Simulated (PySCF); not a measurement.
Screening by computed properties: pick the candidate that meets the target.

Species are written as SMILES; each is one conformer at its optimised geometry, gas phase, non-relativistic unless stated; the electronic structure was computed with PySCF and density fitting.

Dipoles, sizes and rotational constants follow the conformer. The torsions of the flexible species, by atom-mapped SMILES:
- `[CH3:1][CH2:2][CH2:3][GaH2-:4][AsH3+:5]`: C1–C2–C3–Ga4 -62°, C2–C3–Ga4–As5 82°
- `[CH2:1]=[CH:2][C@H:3]([Cl:4])[C:5](=[Se:6])[CH2:7][CH3:8]`: C1–C2–C3–Cl4 -4°, C2–C3–C5–Se6 22°, C3–C5–C7–C8 -172°
- `[PH2:1][PH:2][PH2:3]`: H–P1–P2–P3 88°, H–P1–P2–P3 180°, H–P3–P2–P1 -88°, H–P3–P2–P1 180°
- `[CH2:1]=[C:2]([F:3])[C:4]([CH3:5])=[O:6]`: C1–C2–C4–C5 180°

Question: Wanted: dipole moment below 1.8 D (CAM-B3LYP/def2-SVPD) and HOMO–LUMO gap above 8.7 eV (CAM-B3LYP/def2-SVPD), at PBE0-D3(BJ)/def2-SVP geometries. Which candidate meets both?
A. `[GeH3][O][GeH3]` (Ge2H6O)
B. `[CH2]([GaH2-][AsH3+])CC` (C3H12AsGa)
C. `PPP` (P3H5)
D. `C(C)(=O)C(F)=C` (C4H5FO)
E. `C=C[C@H](Cl)C(=[Se])CC` (C6H9ClSe)

Answer: A. Computed values:
| species | dipole moment | HOMO–LUMO gap |
| --- | --- | --- |
| PPP (P3H5) | 0.60 D | 8.33 eV |
| [GeH3][O][GeH3] (Ge2H6O) | 0.97 D | 10.06 eV |
| C(C)(=O)C(F)=C (C4H5FO) | 1.51 D | 8.51 eV |
| C=C[C@H](Cl)C(=[Se])CC (C6H9ClSe) | 2.10 D | 5.96 eV |
| [CH2]([GaH2-][AsH3+])CC (C3H12AsGa) | 3.04 D | 8.81 eV |

Question: Wanted: lowest singlet excitation below 4.6 eV (TDDFT CAM-B3LYP/def2-SVPD) and static isotropic polarisability above 110 au (CAM-B3LYP/def2-SVPD), at PBE0-D3(BJ)/def2-SVP geometries. Which candidate meets both?
A. `[GeH3][O][GeH3]` (Ge2H6O)
B. `C=C[C@H](Cl)C(=[Se])CC` (C6H9ClSe)
C. `PPP` (P3H5)
D. `[CH2]([GaH2-][AsH3+])CC` (C3H12AsGa)
E. `C(C)(=O)C(F)=C` (C4H5FO)

Answer: B. Computed values:
| species | lowest singlet excitation | static isotropic polarisability |
| --- | --- | --- |
| C=C[C@H](Cl)C(=[Se])CC (C6H9ClSe) | 2.00 eV | 114.7 au |
| C(C)(=O)C(F)=C (C4H5FO) | 3.96 eV | 53.2 au |
| PPP (P3H5) | 5.24 eV | 84.7 au |
| [CH2]([GaH2-][AsH3+])CC (C3H12AsGa) | 6.01 eV | 105.1 au |
| [GeH3][O][GeH3] (Ge2H6O) | 6.52 eV | 65.6 au |
